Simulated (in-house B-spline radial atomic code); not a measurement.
## Ionising Pd⁸⁺ with different functionals

Computed with an all-electron radial atomic-structure program (B-spline basis): non-relativistic Hamiltonian, point nucleus, spin-polarised at highest spin, spherical fractional occupations for the functionals, and exact exchange of hybrids averaged over the configuration. The ionisation energy is the difference of two self-consistent energies, [Kr] 4d2 → [Kr] 4d1, without Breit or QED terms; ε is the level of the shell that loses the electron (its least bound occupied spin orbital). There is no spin-orbit coupling in this Hamiltonian.

```csv
method,rung,ΔSCF (eV),-ε(4d) (eV)
PBE0,global hybrid,142.04,134.79
B3LYP,global hybrid,142.03,134.22
TPSSh,global hybrid,141.94,133.12
M06-2X,global hybrid,141.94,137.63
BHandHLYP,global hybrid,141.84,137.20
r2SCAN0,global hybrid,141.92,134.80
B97-1,global hybrid,141.94,134.21
HSE06,range-separated hybrid,141.99,134.32
wB97X,range-separated hybrid,141.78,137.13
CAM-B3LYP,range-separated hybrid,141.98,136.19
LC-wPBE,range-separated hybrid,142.10,137.58
```

(1) Among the functionals, which spreads more, the ΔSCF values or the orbital energies?

(2) How do they compare with the NIST value?

Answers

(1) The orbital energies: ΔSCF values span about 0.32 eV and the orbital energies 4.51 eV; here energy differences depend much less on the functional than eigenvalues do.

(2) NIST lists 141 eV ± 2.2 (tabulated theory, ground level to ground level). Errors run from +0.78 to +1.10 eV; all lie within about twice that uncertainty, so the table can't rank the methods.
